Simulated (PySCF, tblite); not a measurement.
Isomers of C3H10NOSi (doublet state). Method: GFN2-xTB as coded in tblite; computed harmonic values from a numerical Hessian at the method's own geometry, unscaled. Against measured fundamentals such values can be off by several per cent, at times by over 20. Modes of hydrogen on silicon can be 10 to 20 % off. One conformer each. Open shells enter through the occupations alone, without spin polarisation, and single modes of such species can be off by tens of per cent.

Electronic energies: B3LYP/pcH-1 single points on the GFN2-xTB geometries (PySCF, gas phase).

```json
{"SMILES": "C[CH]CO[SiH2]N", "electronic energy, lowest = 0 (kcal/mol)": "12.4"}
{"SMILES": "CCOC[SiH]N", "electronic energy, lowest = 0 (kcal/mol)": "35.3"}
{"SMILES": "C[CH][Si@H](O)NC", "electronic energy, lowest = 0 (kcal/mol)": "0.0"}
```

Question: How do GFN2-xTB zero-point energies change the relative energies?

Answer: 
```
          SMILES  ZPE (kcal/mol)  of it from modes above 1550 cm⁻¹  electronic (kcal/mol)  with ZPE, lowest = 0 (kcal/mol)  lowest mode (cm⁻¹)  rings
C[CH][Si@H](O)NC            79.5                              43.1                    0.0                              0.0                  54      0
  C[CH]CO[SiH2]N            77.8                              41.7                   12.4                             10.7                  19      0
      CCOC[SiH]N            80.9                              42.6                   35.3                             36.7                  39      0
```

The zero-point energies span 3.1 kcal/mol, from `C[CH]CO[SiH2]N` to `CCOC[SiH]N`. The order is unchanged.

Question: And how do the electronic energies of GFN2-xTB itself compare?

Answer: `C[CH][Si@H](O)NC` 2.3; `C[CH]CO[SiH2]N` 0.0; `CCOC[SiH]N` 30.7 kcal/mol, lowest = 0. Against the energies above, taken from the same isomer `C[CH][Si@H](O)NC`, the largest difference is 14.7 kcal/mol.
